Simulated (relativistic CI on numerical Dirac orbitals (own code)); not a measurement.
Hyperfine structure of Te29+, mass number 125

Calculated at this level of theory: Dirac-Coulomb-Breit CI, orbitals from a KLI potential per configuration, model QED (radiative potential, 1s self-energy scaled to tabulated hydrogen-like ionisation energies), unscaled Slater integrals (own radial code, finite nucleus).

Configuration list (outside the closed core [Ne]): 3s²3p⁶3d⁵, 3s²3p⁵3d⁶, 3s²3p⁴3d⁷, 3s3p⁶3d⁶, 3p⁶3d⁷, 3s3p⁵3d⁷, 3s²3p⁶3d⁴4s, 3s²3p⁶3d⁴4p, 3s²3p⁶3d⁴4d, 3s²3p⁵3d⁵4s, 3s²3p⁶3d⁴4f, 3s²3p⁶3d³4s², 3s3p⁶3d⁵4s, 3p⁶3d⁶4s, 3s²3p⁶3d⁴5s, 3s²3p⁶3d³4p². Levels of other configurations are missing.

Nuclear spin I = 1/2, μ = -0.887 μN (tables of Stone and Pyykkö). The electronic factors are computed for point nuclear moments, without core polarisation or the Bohr-Weisskopf and QED corrections.

```
           Level   E (eV)  A (MHz)
 3s²3p⁶3d⁵ ⁴G7/2  17.5960   -22410
3s²3p⁶3d⁵ ⁴G11/2  18.6515   -25920
 3s²3p⁶3d⁵ ⁴G9/2  20.3285   -23730
 3s²3p⁶3d⁵ ⁴P1/2  21.2320     6380
3s²3p⁶3d⁵ ²I11/2  29.3233   -26950
 3s²3p⁶3d⁵ ⁴D1/2  30.2399   -53820
```

Levels with J = 0, under 50 % of one LS term, or S terms without an open s electron are left out. Small factors come from cancelling terms and can be off by tens of per cent or more.

At this charge energies of transitions that change n are usually good to better than 1 %, and those within a shell (Δn = 0) to a few per cent. Terms inside the open d or f shell come out 10 to 20 % too wide with unscaled integrals.

**Question.** Give the hyperfine levels of 3s²3p⁶3d⁵ ⁴G7/2 relative to its centre of gravity.

**Answer.** With K = F(F + 1) − I(I + 1) − J(J + 1), E = AK/2: F = 3: 50420, F = 4: -39220 MHz.

LS names give the leading component of a level, which can be under half, so a name can repeat, a term be missing and a line seem to break the LS rules.
